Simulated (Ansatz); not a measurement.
Computed with Ansatz on PBE0-D4/def2-TZVP structures; ΔE is electronic, products minus reactants. CBS: MP2 limit from def2 TZ/QZ plus the TZ coupled-cluster correction, frozen cores. DFT in def2-TZVPP. def2 core potentials past Kr. For Ge, Sn outer-core shells are correlated without core-valence functions, which leaves a few kJ/mol of doubt a bond. Scalar relativity is left out up to krypton.

Reaction (formal exchange of groups at a Ge–Si bond): `Cl[SiH](Cl)[GeH3]` + `[SnH4]` → `[GeH3][SnH3]` + `Cl[SiH2]Cl`

| level | ΔE (kJ/mol) |
| --- | --- |
| revPBE-D4 | -22.7 |
| B97M-V | -17.0 |
| B2PLYP | -34.4 |
| PBE-QIDH | -32.2 |
| r2SCANh | -30.4 |
| BHLYP | -36.6 |
| CAM-B3LYP | -32.7 |
| CCSD/def2-SVP | -34.6 |

Problem. What does CCSD(T)/CBS give? (Best estimate.)

Solution. Computed: -35.8 kJ/mol. The listed levels differ from it by 13.1, 18.8, 1.4, 3.6, 5.4, -0.8, 3.1, 1.2 kJ/mol.

Problem. What do rigid-rotor, harmonic-oscillator terms from PBE0-D4/def2-TZVP frequencies (298.15 K, 1 bar) make of the CCSD(T)/CBS value? (Estimate.)

Solution. The calculation gave: ΔZPE = +4.7 kJ/mol, ΔH = -32.6 kJ/mol, ΔS = 9 J/(mol·K), ΔG = -35.4 kJ/mol.

Largest T1 diagnostic among the species: 0.013.

In def2-TZVPP, CCSD(T) changes the Hartree–Fock value by +8.6 kJ/mol (the triples alone add +1.6 kJ/mol) and MP2 by +4.1 kJ/mol. The D4 term adds +5.0 kJ/mol with B3LYP and +2.7 kJ/mol with PBE0; it sums over pairs of atoms, weighted by their polarisabilities, and B3LYP, whose exchange is more repulsive, gets the larger term.

B3LYP here is the variant with VWN-RPA as its local correlation; programs differ in this.
